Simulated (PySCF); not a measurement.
CH₄ClFOSi. Atoms are numbered in the order given.

```xyz
9

C      1.8025    -0.1911    -0.7968
Si     0.0231    -0.0199    -0.3444
O     -0.8300    -1.2800    -0.9691
F     -0.5751     1.3754    -0.9184
Cl    -0.2398     0.0784     1.7076
H      2.2219    -1.1126    -0.3655
H      2.3796     0.6659    -0.4179
H      1.9145    -0.2346    -1.8915
H     -1.7617    -1.3651    -0.7330
```
Charge 0, spin multiplicity 1.

Geometry optimised at B3LYP-D3(BJ)/def2-SVP. The structure was generated by enumeration, and PubChem lists no compound with its InChIKey, so it may never have been made. One conformer was computed; it need not be the lowest.

The numbers are results of PySCF with B3LYP-D3(BJ)/def2-SVP, not measurements.

Frequencies are harmonic and unscaled.

```
mode  ν (cm⁻¹)  IR (km/mol)  Raman (Å⁴/amu)  depolarisation    moving atoms (share of kinetic energy)
----  --------  -----------  --------------  --------------  ----------------------------------------
1          122          1.2             0.0               –                                    H 97 %
2          164         13.2             2.2            0.75   H 35 %, C 21 %, Cl 17 %, F 13 %, O 10 %
3          198          6.9             1.2            0.70   F 23 %, H 22 %, O 21 %, C 18 %, Cl 13 %
4          248         16.8             0.9            0.69           H 49 %, Si 14 %, F 14 %, C 12 %
5          268         25.1             1.3            0.68  F 31 %, H 24 %, Cl 17 %, Si 15 %, O 10 %
6          308         55.6             2.8            0.66  O 27 %, H 21 %, Cl 18 %, F 14 %, Si 12 %
7          337         74.6             1.4            0.66           O 38 %, F 25 %, H 16 %, Si 11 %
8          522         77.9             7.7            0.10                  Cl 38 %, Si 32 %, C 10 %
9          718         52.7             7.2            0.12                   C 36 %, H 29 %, Si 23 %
10         767         61.9             0.9            0.15                     H 65 %, O 22 %, C 9 %
11         795         18.3             1.5            0.74                     H 66 %, C 21 %, F 9 %
12         837        252.7             2.5            0.32                   H 61 %, Si 15 %, C 12 %
13         913        154.9             0.9            0.65                   Si 42 %, F 27 %, H 19 %
14         971        158.7             1.5            0.50            Si 48 %, O 31 %, F 11 %, H 9 %
15        1288         36.6             0.8            0.31                            H 76 %, C 23 %
16        1427          5.0            12.7            0.75                                    H 96 %
17        1428          2.8            11.6            0.75                                    H 96 %
18        3044          0.0           126.9            0.01                                    H 97 %
19        3140          1.0            85.8            0.75                             H 91 %, C 9 %
20        3145          0.8            66.0            0.75                             H 91 %, C 9 %
21        3874        113.7           104.0            0.30                                    H 94 %
```
